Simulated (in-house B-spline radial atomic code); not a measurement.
**RPA and G0W0 on CAM-B3LYP: Zn II (Zn+)**

Configuration [Ar] 3d10 4s1, highest spin, mean-field start CAM-B3LYP. Computed with a B-spline radial code for spherical atoms: all electrons, scalar-relativistic (spin-free one-electron X2C), finite nucleus, each spin shell either full or empty, empty states to l = 9 with an (l + 1/2)⁻⁴ tail; G0W0 by contour deformation at full frequency.

RPA overbinds a lone outer s electron by self-correlation, and G0W0 tends to as well.

Command:
```bash
python run_gw.py task.json out
```
Settings (radii: box in bohr, nucleus in fm):
```
Z                        30
electrons                29
configuration            [Ar] 3d10 4s1
hamiltonian              x2c
method                   camb3lyp
lmax                     9
rms_radius               3.9283
spin_polarised           True
box_radius               23.78
intervals                71
ion_configuration        [Ar] 3d10
```

Cost of the run: 6.3 s on 1 thread of Arm Neoverse V2, on a shared host.

Energies (hartree):

```csv
term,value
mean-field total,-1795.74991
Hartree-Fock functional on these orbitals,-1794.00142
direct second order,-2.6258
second-order exchange,0.75198
SOSEX correction,0.67211
```

(1) What is the RPA correlation energy, and what remains with SOSEX?

Quasi-particle levels (eV):

```tsv
level	occupied	mean field	Σx - vxc	Σc	QP weight	G0W0
4s up	yes	-16.711	-0.60	?	?	?
3d down	yes	-23.972	-7.21	3.07	0.872	-28.107
3d up	yes	-24.121	-7.19	3.07	0.857	-28.242
4s down	no	-11.169	3.80	-2.01	0.945	-9.382
```

G0W0 = mean field + (Σx - vxc) + Σc, with Σc (partial-wave tail included) taken at the quasi-particle energy. Only the outer levels were computed. Levels of low weight are left out.

(2) Where does G0W0 put 4s up?

(3) What does it cost to remove one electron (to [Ar] 3d10) by differences of total energies, each species on its own start (correlation terms add to the Hartree-Fock functional)?

Results:

(1) RPA gives -2.1584 hartree (-2.03 eV per electron); RPA + SOSEX gives -1.4863, and the second-order doubles -1.8738 hartree (no singles). SOSEX takes back 31 % of the RPA value.

(2) At -18.617 eV, with Σc = -1.31 eV and a quasi-particle weight of 0.958. The tabulated removal energy is 17.964 eV (NIST, measured); the calculation leaves out spin-orbit coupling, Breit and QED terms, and what these don't explain is the method's own error.

(3) CAM-B3LYP 18.629 eV, Hartree-Fock functional 16.730 eV, + RPA 18.325 eV, + RPA + SOSEX 17.742 eV, + second order 18.542 eV. Tabulated: 17.964 eV (NIST, measured); the calculation leaves out spin-orbit coupling, Breit and QED terms, and what these don't explain is the method's own error.
